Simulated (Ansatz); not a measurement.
Coupled-cluster diagnostics for BH2(nPr) (C3H9B), Ansatz.

Geometry of the singlet (PBE0-D4/def2-SVP):

```csv
atom,x (Å),y (Å),z (Å)
B1,1.1875,1.7233,0.0610
C2,0.5549,0.4095,0.6187
C3,-0.3385,-0.1777,-0.4951
C4,-1.0250,-1.4722,-0.0831
H5,2.2781,1.7268,-0.4679
H6,0.5602,2.7607,0.0741
H7,-0.0788,0.6029,1.5014
H8,1.3104,-0.3429,0.8990
H9,0.2650,-0.3606,-1.4015
H10,-1.1023,0.5633,-0.7885
H11,-1.6695,-1.3168,0.7968
H12,-1.6545,-1.8693,-0.8945
H13,-0.2876,-2.2473,0.1795
```

Correlated methods freeze 4 core orbitals. Another isomer (singlet) lies 1.24 eV lower at PBE0-D4/def2-TZVP; other spin states weren't run for this one.

(1) Estimate the CCSD(T) correlation energy, the shares of MP2 and (T), T1 and the reference's ⟨S²⟩ for: charge 0, singlet, own geometry in def2-TZVP; and the rough time on 2 threads of Arm Neoverse V2 on a shared host.

Results:

(1) 
| state | basis | correlation (eV) | MP2 share (%) | (T) share (%) | T1 | ⟨S²⟩ (pure) | wall time |
| --- | --- | --- | --- | --- | --- | --- | --- |
| charge 0, singlet, own geometry | def2-TZVP | -18.833 | 88.4 | 3.5 | 0.009 | 0.00 (0.00) | 40 s |
Customary marks for T1 are 0.02 (closed shells), 0.045 (open shells) and about 0.05 (3d metals). T1 stays under 0.02 throughout.
